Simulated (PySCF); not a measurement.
C3H6F2Si, SMILES [C@H]1(C([SiH3])[C@H]1F)F.

The structure is a stationary point at B3LYP-D3(BJ)/def2-SVP. The structure was generated by enumeration; whether it is a known compound was not checked.

The numbers are results of TDDFT-PBE/def2-SVPD (PySCF), not measurements.

Vertical excitations. Gas-phase values at a fixed geometry.

Problem. Estimate the UV-visible absorptions. (The exact figures need the calculation; the answer reports its results.)

Solution. 
| state | energy (eV) | λ (nm) | f | main pairs |
|---|---|---|---|---|
| S1 | 6.61 | 188 | 0.013 | HOMO→LUMO 98 % |
| S2 | 6.72 | 184 | 0.006 | HOMO→LUMO+1 99 % |
| S3 | 7.03 | 176 | 0.007 | HOMO−1→LUMO 98 % |
| S4 | 7.18 | 173 | 0.006 | HOMO−1→LUMO+1 73 %, HOMO→LUMO+2 21 % |
| S5 | 7.20 | 172 | 0.025 | HOMO→LUMO+2 66 %, HOMO−1→LUMO+1 26 % |
| S6 | 7.21 | 172 | 0.003 | HOMO→LUMO+3 89 % |
| S7 | 7.52 | 165 | 0.008 | HOMO→LUMO+4 93 % |
| S8 | 7.65 | 162 | 0.007 | HOMO−1→LUMO+3 73 %, HOMO−1→LUMO+2 25 % |
| S9 | 7.68 | 161 | 0.021 | HOMO−1→LUMO+2 65 %, HOMO−1→LUMO+3 23 % |
| S10 | 7.79 | 159 | 0.002 | HOMO→LUMO+5 98 % |
| T1 | 6.31 | 196 | 0 | HOMO→LUMO 99 % |
| T2 | 6.62 | 187 | 0 | HOMO→LUMO+1 99 % |
| T3 | 6.79 | 183 | 0 | HOMO−1→LUMO 99 % |
| T4 | 7.00 | 177 | 0 | HOMO→LUMO+2 91 % |
Triplets are in the Tamm–Dancoff approximation, which puts them higher than full response would, so one can lie above its singlet here.
